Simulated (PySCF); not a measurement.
**Ions at one geometry of [Hg(NH3)]2+**

PySCF 2.14.0, RKS PBE0, Hg def2-SVP with ECP60, N def2-SVP, H def2-SVP; non-relativistic Hamiltonian with scalar-relativistic core potentials where named; density fitting; no spin-orbit coupling; singlets restricted, open shells unrestricted. The geometry is relaxed for charge +2, singlet, vacuum:

```xyz
5

Hg    0.0000    0.0000   -0.1570
N     0.0000    0.0000    1.9748
H     0.9731    0.0000    2.3348
H    -0.4866    0.8427    2.3348
H    -0.4865   -0.8427    2.3348
```

Energies count from the relaxed state; an electron taken off or put on is at rest in vacuum. Charges and spins are Mulliken's.

| state | energy (eV) | spin squared | charge on Hg1 (e) | spin on Hg1 (e) | dipole about the centre of mass (D) |
| --- | --- | --- | --- | --- | --- |
| charge +2, singlet, vacuum | 0.00 | 0.00 | 1.36 | 0.00 | 6.08 |
| charge +3, doublet, vacuum | 26.32 | 0.76 | 1.91 | 0.30 | 10.23 |

Question: What does the state charge +1, doublet, vacuum give?

Answer: energy (eV) -14.72, spin squared 0.75, charge on Hg1 (e) 0.61, spin on Hg1 (e) 0.77, dipole about the centre of mass (D) 5.73.

With an electron taken off (doublet) the charges change, summed by element, by Hg +0.55 e, N +0.23 e, H +0.23 e. The vertical ionisation energy is 26.32 eV, against −ε(HOMO) = 23.65 eV of the relaxed state. The level lies 2.7 eV too high, as is usual for semilocal functionals and global hybrids, which keep a self-interaction error.

With an electron put on (doublet) the charges change, summed by element, by Hg -0.75 e, N -0.05 e, H -0.20 e. The vertical electron affinity is 14.72 eV, against −ε(LUMO) = 17.20 eV of the relaxed state.

Open shells may have lower solutions than those found.
